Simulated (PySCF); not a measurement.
System: sum formula H3SiO2, charge 0, multiplicity 2. It need not be the lowest isomer of its formula. SMILES: O[SiH]O
Geometry from a B3LYP-D3(BJ)/def2-TZVP (Ansatz) optimisation:
```xyz
6

Si    -0.3570    -0.3703     0.0132
O     -0.7098     1.2051    -0.3306
O      1.2669    -0.6419     0.1788
H     -0.9050    -0.7721     1.3409
H     -0.3933     1.9005     0.2563
H      1.8401    -0.4495    -0.5687
```
Charge 0, spin multiplicity 2.

Dispersion corrections to the total energy (kcal/mol) from the dftd3 and dftd4 libraries through PySCF: D3(BJ) without and D4 with the three-body term, each with the damping fitted for the functional named.

```json
[
 {"functional": "PW6B95", "D3(BJ)": "-0.99", "D4": "-1.84"},
 {"functional": "TPSSh", "D3(BJ)": "-2.26", "D4": "…"},
 {"functional": "TPSS", "D3(BJ)": "-2.48", "D4": "-2.65"},
 {"functional": "r2SCAN", "D3(BJ)": "-0.51", "D4": "…"},
 {"functional": "revPBE", "D3(BJ)": "-5.06", "D4": "-6.44"},
 {"functional": "LC-wPBE", "D3(BJ)": "-1.84", "D4": "-2.18"},
 {"functional": "PBE", "D3(BJ)": "…", "D4": "-1.95"}
]
```

Question: What belongs in the gaps?

Answer: 
- TPSSh, D4: -2.38
- r2SCAN, D4: -0.44
- PBE, D3(BJ): -1.97
